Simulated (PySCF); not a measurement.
C₄H₁₂Si₂.
Geometry (PBE0-D3(BJ)/def2-SVP, Å), atoms numbered from 1 in this order:
```xyz
18
C4H12Si2 angstrom
C      2.3569   -0.4145    0.2019
C      0.8915   -0.0424    0.3941
C     -0.0468   -1.1881   -0.0302
Si    -1.8626   -0.6363    0.1486
Si    -1.3259    1.6278   -0.1388
C      0.5324    1.2590   -0.3479
H      2.5709   -0.6063   -0.8626
H      2.6178   -1.3241    0.7652
H      3.0245    0.3946    0.5371
H      0.7309    0.1361    1.4757
H      0.1648   -2.1050    0.5432
H      0.1351   -1.4337   -1.0926
H     -2.7601   -1.2519   -0.8771
H     -2.4077   -0.9574    1.5055
H     -1.5895    2.4652    1.0739
H     -1.9187    2.3180   -1.3256
H      0.7391    1.1327   -1.4266
H      1.1618    2.0958   -0.0048
```

Linear response at CAM-B3LYP/def2-SVPD (PySCF, frozen core in the response, non-relativistic).

Static isotropic polarisability: 103.50 au (15.34 Å³), principal values 87.7, 108.2, 114.6 au.

What is the polarisability at 1064 nm and at the sodium D line?

104.52 au at 1064 nm (+1.0 %), 106.94 au at 589.3 nm (+3.3 %). The rise at 589.3 nm is 3.37 times that at 1064 nm; a pure ω² law gives 3.26. The lowest singlet lies at 189 nm, shorter than both wavelengths.

What is the isotropic C6 coefficient between two such molecules, C6 = (3/π)∫α(iω)² dω?

3903 au (Eh·bohr⁶) by a ten-point quadrature over imaginary frequencies, which is 2330 eV·Å⁶ or 225 J·nm⁶/mol.

Which effective excitation energy ω̄ makes London's formula C6 = (3/4)α²ω̄ exact here?

ω̄ = 4·C6/(3α²) = 0.486 Eh = 13.2 eV. A one-pole form α(ω) = α/(1 − ω²/ω̄²) fitted to the 1064 nm value gives 11.8 eV. London's choice of the ionisation energy (9.40 eV, ΔSCF at the same level) gives C6 = 2780 au, 29 % too low.

What n − 1 at the D line would an ideal gas of it have at 273.15 K and 1 atm (2.6868 × 10¹⁹ cm⁻³), by n − 1 = 2π·N·α′?

26.75 × 10⁻⁴, a formal value whether or not that pressure can be reached.

How anisotropic is the static polarisability, by Δα² = ½[(α1 − α2)² + (α2 − α3)² + (α3 − α1)²]?

Δα = 24.4 au, or 0.24 of the isotropic value.

The lowest 6 singlets have (eV, f): 6.57, 0.065; 6.66, 0.017; 7.36, 0.012; 7.37, 0.267; 7.83, 0.074; 7.87, 0.057. What share of the static polarisability do they carry in the sum over states α = Σ f/ω²?

6.78 au, 6.5 % of α; the largest term, 3.64 au, is that of the state at 7.37 eV. Their oscillator strengths add up to 0.49. Higher states carry the rest.

What molar refraction at the D line follows from R = (4π/3)·N_A·α′, with α′ the polarisability volume?

α′ = 15.85 Å³ gives R = 39.97 cm³/mol, for isolated, non-vibrating species.

How many electrons N does the Slater–Kirkwood formula C6 = (3/4)·√N·α^(3/2) need to give this C6?

N = (4·C6/3)²/α³ = 24.4; the species has 64 electrons in all.

Cost: about 70 s of CPU time on one thread; the machine was shared, so the figure is rough. This is the whole response run at CAM-B3LYP/def2-SVPD, SCF included.

One conformer stands for the species.
